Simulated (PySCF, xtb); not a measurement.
selenium hexafluoride (F₆Se), SMILES F[Se](F)(F)(F)(F)F.

GFN2-xTB run with xtb at its own geometry gives an orbital gap of 8.09 eV and a dipole moment of 0.00 D.

Geometry: B3LYP-D3(BJ)/def2-SVP.

Task: What does ωB97X/def2-TZVP (PySCF) give? (The exact figures need the calculation; the answer reports its results.)

Result: gap 13.45 eV (levels -15.28 and -1.83 eV), dipole 0.00 D.
